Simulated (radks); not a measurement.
The gold ion Au+, [Xe] 4f14 5d10. All-electron calculation, non-relativistic Kohn-Sham, exchange-only B88, spin-polarised, spherical densities, point nucleus. Program: a radial shooting solver on a logarithmic mesh with Libxc functionals. Every spin shell is full or empty, so the densities are truly spherical. Functionals are evaluated on that one density, not self-consistently. Rank these exchange functionals by their error against the exact value of the orbitals, and give that value: LDA, PBE, RPBE, OPTX, WC, SOGGA, G96, EV93, APBE, TPSS, revTPSS, MS2, Tao-Mo, TASK, MVS.

Answer. Exact: -337.907 hartree. From best to worst, with 100 (|E| - |E exact|)/|E exact| (equal figures are ties): MVS +0.10, RPBE -0.19, APBE +0.28, PBE -0.31, TPSS -0.39, EV93 -0.48, G96 +0.49, WC -0.60, MS2 -0.64, Tao-Mo -0.81, revTPSS -0.87, SOGGA -1.78, TASK -1.81, OPTX +1.91, LDA -3.79.
